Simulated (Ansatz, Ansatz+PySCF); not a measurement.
```json
{"atom": "H", "x (Å)": "0.0000", "y (Å)": "0.0000", "z (Å)": "-2.3062"}
{"atom": "Cl", "x (Å)": "0.0000", "y (Å)": "0.0000", "z (Å)": "0.1357"}
```

Basis set: 6-31G (spherical functions). Correlated methods keep 5 orbitals frozen. Charge 0, multiplicity 1.

Computed with Ansatz (development build ahead of 0.2.0); each method stands on the lowest determinant of its kind that the runs found. Restricted open shells among the atoms or ions are ROHF, correlated in semicanonical orbitals with singles. Restricted functionals stand beside restricted open-shell atoms, which can lie above the unrestricted atoms usual in DFT and then raise those values.

**Question.** Give the atomization energy at this shape (free ground-state atoms in the same class of orbitals less the molecule, no zero-point energy) of singlet HCl by PBE0 (unrestricted), PBE0 (restricted), RHF-CCSD(T), UHF-MP2, RHF-MP2, RHF, UHF.

**Answer.**

| method | atomization energy |
| --- | --- |
| PBE0 (unrestricted) | 51.1 kJ/mol |
| PBE0 (restricted) | 7.7 kJ/mol |
| RHF-CCSD(T) | 53.8 kJ/mol |
| UHF-MP2 | 17.2 kJ/mol |
| RHF-MP2 | -32.0 kJ/mol |
| RHF | -180.5 kJ/mol |
| UHF | 12.0 kJ/mol |

Caution: the shape is not the minimum. Caution for PBE0 (unrestricted), PBE0 (restricted): charge can spread falsely over distant fragments. Caution for PBE0 (unrestricted): the unrestricted determinant is spin contaminated. Caution for PBE0 (restricted), RHF-CCSD(T), RHF-MP2, RHF: an unrestricted determinant lies well below. Caution for RHF-CCSD(T), UHF-MP2, RHF-MP2: large amplitudes, a single reference is doubtful. Caution for RHF-CCSD(T): the amplitudes may be one of several solutions. Caution for UHF-MP2: a plain start can end on a higher determinant. Caution for UHF-MP2, UHF: the unrestricted determinant is a mixture of spin states. Caution for RHF: the molecule lies well above its atoms at this level.

This basis has no polarisation functions and is too small for such energies, which can lie far from measured ones in either direction.
